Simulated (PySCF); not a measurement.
Geometries of 2 isomers of C6H8F2, from PBE0-D3(BJ)/def2-SVP geometry optimisation, gas phase in PySCF 2.14.0. One conformer each, no zero-point energy, no frequencies.

Task: Which isomer lies lower at this level?
A.
```xyz
16
angstrom
F     -1.326   -0.451    2.124
C     -1.254   -0.722    0.813
F     -1.387   -2.041    0.618
C     -1.835    0.223   -0.163
C     -0.327    0.047   -0.037
C      0.664   -0.568   -1.015
C      1.789    0.136   -0.220
C      0.727    1.013    0.485
H     -2.271    1.147    0.226
H     -2.318   -0.203   -1.047
H      0.548   -0.163   -2.032
H      0.683   -1.667   -1.067
H      2.291   -0.547    0.480
H      2.555    0.662   -0.806
H      0.635    2.012    0.033
H      0.794    1.119    1.578
```
B.
```xyz
16
angstrom
C      0.239   -1.843   -1.145
C     -0.794   -1.095   -0.731
C     -0.739    0.261   -0.185
C     -1.861    0.921    0.142
C      0.602    0.922    0.014
F      0.455    2.282    0.151
C      1.300    0.397    1.249
F      2.595    0.835    1.285
H      0.077   -2.845   -1.549
H      1.275   -1.497   -1.110
H     -1.804   -1.514   -0.806
H     -2.842    0.458    0.008
H     -1.821    1.942    0.526
H      1.250    0.744   -0.862
H      0.763    0.766    2.139
H      1.288   -0.704    1.254
```

Result: A. That is `FC1(F)CC12CCC2`, 3.8 kcal/mol below the other.

| SMILES | atoms numbered as above | E (Eh) | relative (kcal/mol) | relative (kJ/mol) | dipole (D) |
| --- | --- | --- | --- | --- | --- |
| FC1(F)CC12CCC2 | [F:1][C:2]1([F:3])[CH2:4][C:5]12[CH2:6][CH2:7][CH2:8]2 | -432.30685 | 0.0 | 0.0 | 2.07 |
| C=CC(=C)[C@@H](F)CF | [CH2:1]=[CH:2][C:3](=[CH2:4])[C@@H:5]([F:6])[CH2:7][F:8] | -432.30082 | 3.8 | 15.8 | 2.62 |

As drawn, the lower has a three-membered ring, a four-membered ring and two fluorines on one carbon, which the higher lacks; the higher has a C=C bond outside aromatic rings, which the lower lacks.
